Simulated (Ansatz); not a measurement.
`CBCl` + CH₃OH → `COBCl` + CH₄ at 400 K and 1 bar (ligand exchange at a B–C bond).

Isolated molecules relaxed with PBE0-D4/def2-TZVP in Ansatz; ΔE leaves out vibrations. CBS: MP2 limit from def2 TZ/QZ plus the TZ coupled-cluster correction, frozen cores. This one scheme is used for every species. Each species was taken in one conformer, which may not be the lowest.

```
species  CCSD(T)/CBS energy (Eh)  H − E (kJ/mol)  S (J/(mol·K))
 `CBCl`               -525.07110           152.0          307.7
  CH₃OH               -115.61712           151.2          252.6
`COBCl`               -600.27977           173.7          326.3
    CH₄                -40.46206           131.3          197.2
```

H − E and S are ideal-gas, rigid-rotor, harmonic terms from PBE0-D4/def2-TZVP, for one conformer and one mirror image of each species. 1 Eh = 2625.50 kJ/mol, R = 8.31446 J/(mol·K).

Problem. By hand: ΔE, ΔH, ΔS and ΔG.

Solution. ΔE = (-600.27977) + (-40.46206) − (-525.07110) − (-115.61712) = -0.05361 Eh = -140.8 kJ/mol. Δ(H − E) = 173.7 + 131.3 − 152.0 − 151.2 = 1.8, so ΔH = -139.0 kJ/mol. ΔS = 326.3 + 197.2 − 307.7 − 252.6 = -36.8 J/(mol·K). ΔG = -139.0 − 400 × (-36.8)/1000 = -124.3 kJ/mol.

Problem. By hand: the equilibrium constant, and the temperature at which ΔG would vanish if ΔH and ΔS stayed fixed.

Solution. log₁₀ K = −ΔG/(RT ln 10) = 16.2. ΔG = 0 at ΔH/ΔS = 3777 K, far beyond where these terms or the molecules hold.

ΔH outweighs TΔS. A doubt of 5 kJ/mol in ΔE shifts log₁₀ K by 0.7 here. Other conformers and mirror images would add mixing entropy, several J/(mol·K) or more a flexible species. Modes under 60 cm⁻¹, often nearly free rotors, make the harmonic entropy too high. These are equilibria of isolated gas molecules and say nothing of rates. Largest T1 diagnostic: 0.012 (customary marks: 0.02 for closed shells, 0.045 for open ones).
